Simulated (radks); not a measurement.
Species: Te+. Configuration: [Kr] 4d10 5s2 5p3 (the NIST ground configuration).

Method: Dirac Kohn-Sham, PBE, spin-unpolarised, spherical densities, finite nucleus; open shells fill j = l - 1/2 first; Fermi nuclear charge, rms radius 4.7423 fm; computed with a radial shooting solver on a logarithmic mesh with Libxc functionals.

Energy parts (Ry):
total: -13592.53896
kinetic: 14374.20890
electron-nucleus: -32986.76370
Hartree: 5371.61734
exchange-correlation: -351.60149

Orbitals (lengths in bohr, moments of r in powers of bohr):
orbital  occ.  eigenvalue (Ry)   <1/r>  small-component weight
1s1/2       2        -2323.536   55.57                3.66e-02
2s1/2       2        -356.7505   12.94                7.80e-03
2p1/2       2        -334.2962   12.92                7.83e-03
2p3/2       4        -314.1219   11.96                7.45e-03
3s1/2       2        -71.51529   4.603                2.29e-03
3p1/2       2        -62.28148   4.512                2.24e-03
3p3/2       4        -58.52135   4.275                2.13e-03
3d3/2       4        -42.23290   4.126                2.01e-03
3d5/2       6        -41.44665   4.065                1.98e-03
4s1/2       2        -12.71455   1.835                6.43e-04
4p1/2       2         -9.54118   1.722                5.81e-04
4p3/2       4         -8.82736   1.646                5.49e-04
4d3/2       4         -3.76569   1.381                4.06e-04
4d5/2       6         -3.65775   1.362                3.97e-04
5s1/2       2         -1.70888  0.6392                1.05e-04
5p1/2       2         -1.04187  0.5313                7.34e-05
5p3/2       1         -0.97421  0.5080                6.78e-05

The highest occupied level is 5p3/2 at -13.255 eV. The density falls to 0.001 e/bohr^3 at r = 4.23 bohr.
